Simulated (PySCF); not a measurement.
C4H5NOSi.
SMILES: `N#C/C=C(\[SiH3])C=O`

Torsions of this conformer, `[N:1]#[C:2]/[CH:3]=[C:4](\[SiH3:5])[CH:6]=[O:7]`: C3–C4–C6–O7 180°.

The closed-shell ground state was solved at several levels (PySCF, density fitting, gas phase, non-relativistic). One conformer (not necessarily the lowest) at the PBE0-D3(BJ)/def2-SVP geometry, without solvent, vibrations or thermal averaging.

```json
{"level": "PBE/pcSseg-1", "basis functions": "151", "total energy (Eh)": "-574.3281", "HOMO (eV)": "-6.67", "LUMO (eV)": "-4.13", "gap (eV)": "2.54", "dipole (D)": "1.74"}
{"level": "PBE0/cc-pVTZ", "basis functions": "284", "total energy (Eh)": "-574.4979", "HOMO (eV)": "-8.27", "LUMO (eV)": "-3.22", "gap (eV)": "5.05", "dipole (D)": "1.89"}
{"level": "LC-wPBE/pcSseg-1", "basis functions": "151", "total energy (Eh)": "-574.5111", "HOMO (eV)": "-11.12", "LUMO (eV)": "-1.08", "gap (eV)": "10.04", "dipole (D)": "2.01"}
{"level": "PBE0/6-31G*", "basis functions": "112", "total energy (Eh)": "-574.3666", "HOMO (eV)": "-8.08", "LUMO (eV)": "-2.99", "gap (eV)": "5.09", "dipole (D)": "1.91"}
{"level": "B3LYP/def2-TZVP", "basis functions": "253", "total energy (Eh)": "-574.9919", "HOMO (eV)": "-8.06", "LUMO (eV)": "-3.45", "gap (eV)": "4.61", "dipole (D)": "1.86"}
{"level": "PBE0/pcSseg-0", "basis functions": "77", "total energy (Eh)": "-573.3814", "HOMO (eV)": "-8.36", "LUMO (eV)": "-3.31", "gap (eV)": "5.05", "dipole (D)": "2.01"}
{"level": "HF/pcSseg-1", "basis functions": "151", "total energy (Eh)": "-572.5225", "HOMO (eV)": "-11.21", "LUMO (eV)": "0.47", "gap (eV)": "11.68", "dipole (D)": "2.18"}
```

Problem. Estimate the row for B97-2/pcSseg-1, a basis of 151 functions; the other rows only guide the guess.

Solution. Total energy -574.7145 Eh, HOMO -8.04 eV, LUMO -3.32 eV, gap 4.72 eV, dipole 1.85 D.

Problem. Over all these levels, which gives the widest orbital gap and which the narrowest?

Solution. HF/pcSseg-1 (Hartree–Fock, all exact exchange) has the widest, 11.68 eV, and PBE/pcSseg-1 (GGA) the narrowest, 2.54 eV. The two share the basis. From the narrowest to the widest the HOMO moves by -4.54 eV and the LUMO by +4.60 eV.

Problem. How much does the basis alone move the frontier levels among the 3 PBE0 rows?

Solution. The HOMO by 0.28 eV and the LUMO by 0.32 eV. By rising basis size (HOMO, LUMO in eV): pcSseg-0 -8.36, -3.31; 6-31G* -8.08, -2.99; cc-pVTZ -8.27, -3.22.

Problem. In the pcSseg-1 basis, how does the gap go with the fixed share of exact exchange?

Solution. PBE (0 %) 2.54 eV; B97-2 (21 %) 4.72 eV; HF (100 %) 11.68 eV. Each rise in the share widens the gap here.

Problem. How far do the dipole and the HOMO energy spread over the levels?

Solution. The dipole runs from 1.74 to 2.18 D (mean 1.93 D) and the HOMO from -11.21 to -6.67 eV.
